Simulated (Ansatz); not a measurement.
Consider the formal exchange of groups at the Si–Ge bond: `F[SiH](F)[GeH3]` + `[AlH3]` → `F[SiH](F)[AlH2]` + GeH₄.

Computed with Ansatz on PBE0-D4/def2-TZVP structures; ΔE is electronic, products minus reactants. CCSD(T)/CBS is the MP2 limit (def2-TZVPP, def2-QZVPP) plus CCSD(T) − MP2 in def2-TZVPP, frozen cores. This one scheme is used for every species. DFT in def2-TZVPP. B3LYP here is the variant with VWN-RPA as its local correlation; programs differ in this. For Ge outer-core shells are correlated without core-valence functions, which leaves a few kJ/mol of doubt a bond. Scalar relativity is left out up to krypton.

`F[SiH](F)[GeH3]`:

```xyz
8

F    -1.342    0.734   -1.663
Si   -0.723   -0.453   -0.802
F     0.122   -1.363   -1.799
Ge    0.716    0.444    0.864
H    -1.852   -1.273   -0.304
H    -0.093    1.342    1.812
H     1.834    1.270    0.214
H     1.338   -0.701    1.677
```

`[AlH3]`:

Cartesian coordinates in Å:
```
Al 0.000 0.000 0.000
H -1.280 0.299 0.887
H 1.090 -1.035 0.504
H 0.190 0.737 -1.391
```

`F[SiH](F)[AlH2]`:

Cartesian coordinates in Å:
```
F -0.146 -1.752 -1.252
Si 0.369 -0.271 -0.928
F -0.289 0.693 -2.024
Al -0.420 0.394 1.329
H 1.829 -0.274 -1.210
H 0.631 0.796 2.448
H -1.974 0.413 1.637
```

GeH₄:

Cartesian coordinates in Å:
```
Ge 0.000 0.000 0.000
H 0.414 0.186 1.466
H 1.018 0.697 -0.911
H -1.388 0.614 -0.221
H -0.044 -1.497 -0.334
```

```tsv
level	ΔE (kJ/mol)
PBE0-D4	14.4
B3LYP-D4	17.1
r2SCAN0-D4	18.4
PBE-QIDH	16.5
r2SCAN	17.9
B3LYP	14.7
r2SCANh	17.9
SCS-MP2/def2-QZVPP	18.7
```

(1) What does CCSD(T)/CBS give? (Estimate.)

Largest T1 diagnostic among the species: 0.012.

Answers

(1) Ansatz gave: +17.8 kJ/mol. The listed levels differ from it by -3.4, -0.7, 0.6, -1.3, 0.1, -3.1, 0.1, 0.9 kJ/mol.

Leaving LDA and LC-ωPBE aside and taking each functional with its dispersion term where it has one, the values, not all of them listed here, spread over 12.8 kJ/mol, from PBE-D4 to B97M-V.
